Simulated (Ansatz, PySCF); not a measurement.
Si(Cl)2(F)(SiH3) (Cl2FH3Si2), SMILES Cl[Si](F)(Cl)[SiH3].

Coordinates come from a r2SCAN-D4/def2-SVP optimisation. The structure was generated by enumeration, and PubChem lists no compound with its InChIKey, so it may never have been made.

Vertical ionisation energy (IE) and electron affinity (EA) in eV. Rows of orbital energies are one-electron estimates. Where ΔSCF, EOM or ADC give a negative EA the extra electron is unbound and the value depends on the basis.

| level | IE | EA |
|---|---|---|
| −ε(HOMO), −ε(LUMO), HF/def2-TZVP (PySCF) | 11.71 | -2.72 |
| −ε(HOMO), −ε(LUMO), PBE/def2-TZVP (PySCF) | 7.60 | 1.53 |
| ΔSCF, PBE0/def2-SVPD (Ansatz), final states of multiplicity 2 and 2 | 10.85 | -0.79 |
| ΔSCF, PBE/def2-SVPD (Ansatz), final states of multiplicity 2 and 2 | … | … |

Q: Fill in the missing entries. (An estimate is asked for; the answer gives what the named calculation found.)

A: 
- ΔSCF, PBE/def2-SVPD (Ansatz, a program for electronic structure), final states of multiplicity 2 and 2, IE: 10.46
- ΔSCF, PBE/def2-SVPD (Ansatz), final states of multiplicity 2 and 2, EA: -0.60

Q: What vertical singlet–triplet gap does ΔSCF give with PBE0/def2-SVPD (Ansatz) and with PBE/def2-SVPD (Ansatz)? (An estimate is asked for; the answer gives what the named calculation found.)

A: 6.09 and 5.76 eV (triplet above singlet where positive).
